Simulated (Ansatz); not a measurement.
Total energies of diborane 1,2-di F (B2H4F2) from Ansatz at PBE0-D4/def2-TZVPD, gas phase (1 Eh = 27.2114 eV = 2625.5 kJ/mol). The reference geometry is relaxed at B3LYP-D4/def2-TZVP.

```json
{"state": "charge 0 singlet", "geometry": "reference", "energy (Eh)": "-251.72018"}
{"state": "charge -1 doublet", "geometry": "reference", "energy (Eh)": "-251.69710"}
{"state": "free B atom (doublet)", "geometry": "–", "energy (Eh)": "-24.61833"}
{"state": "free F atom (doublet)", "geometry": "–", "energy (Eh)": "-99.67703"}
{"state": "free H atom (doublet)", "geometry": "–", "energy (Eh)": "-0.50104"}
```

(1) Work out the vertical electron affinity, to the doublet.

(2) What is the binding energy per atom against free atoms?

(1) E(charge 0 singlet) − E(charge -1 doublet) = -251.72018 − (-251.69710) = -0.02308 Eh = -0.63 eV; negative, so the extra electron isn't bound.

(2) Atoms: 2 × (-24.61833) + 2 × (-99.67703) + 4 × (-0.50104) = -250.59488 Eh. Binding: -250.59488 − (-251.72018) = 1.12530 Eh = 30.62 eV, or 3.83 eV for each of 8 atoms (no zero-point energy, no counterpoise term).

At PBE0-D4/def2-TZVPD the highest occupied level of the charge -1 doublet lies above zero (up to 1.61 eV). By energy differences it is unbound by 0.63 eV (vertical, against the charge 0 singlet, at PBE0-D4/def2-TZVPD) and held by the finite basis.
